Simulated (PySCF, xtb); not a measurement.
BiFH2O2, SMILES [OH][Bi]([OH])[F].

xtb with GFN2-xTB at its own geometry gives an orbital gap of 7.11 eV and a dipole moment of 3.17 D.

The structure is a stationary point at B3LYP-D3(BJ)/def2-SVP. A frequency run showed that this geometry is not a minimum. The def2 effective core potentials stand for the cores of Bi; spin–orbit coupling is left out. Other conformers were not sampled.

**Question.** What does ωB97X/def2-TZVPD run with PySCF give? (Estimate from the structure and the level; the computed values follow.)

**Answer.** gap 11.52 eV (levels -11.25 and 0.27 eV), dipole 1.99 D.
